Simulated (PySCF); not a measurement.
C₆ coefficients of unlike pairs at TPSSh

Calculated with PySCF 2.14 from the dipole response of each species, C₆(A,B) = (3/π) ∫ α_A(iu) α_B(iu) du, in atomic units, from isotropic polarisabilities. For ions this is the dispersion term alone; charge-induced terms of lower order in 1/R come first.

```
species      configuration                                                                            basis     relativity  α (bohr³)  C₆ (like pair)
    B²⁺      [He] 2s1 (2S)                                                         def2-QZVPPD (8s4p4d2f1g)           none      7.204           9.948
   Ar²⁺  [Ne] 3s2 3p4 (3P)  aug-cc-pCVTZ-DK with one added diffuse shell each of s, p, d, f type (9s8p6d4f)  spin-free X2C      4.781           16.90
    Sc⁺  [Ar] 3d1 4s1 (3D)                                                           aug-cc-pVDZ (7s6p4d2f)           none      68.59           482.1
```

Question: Estimate C₆ for Ar²⁺ with B²⁺.

Answer: The integral gives 10.77. The combination rule 2 C_A C_B / (C_A α_B/α_A + C_B α_A/α_B) gives 10.49 and the geometric mean 12.97.

No spin-orbit coupling is included.

The other pairs:

```tsv
pair	C₆
Sc⁺, Ar²⁺	65.02
Sc⁺, B²⁺	66.75
```
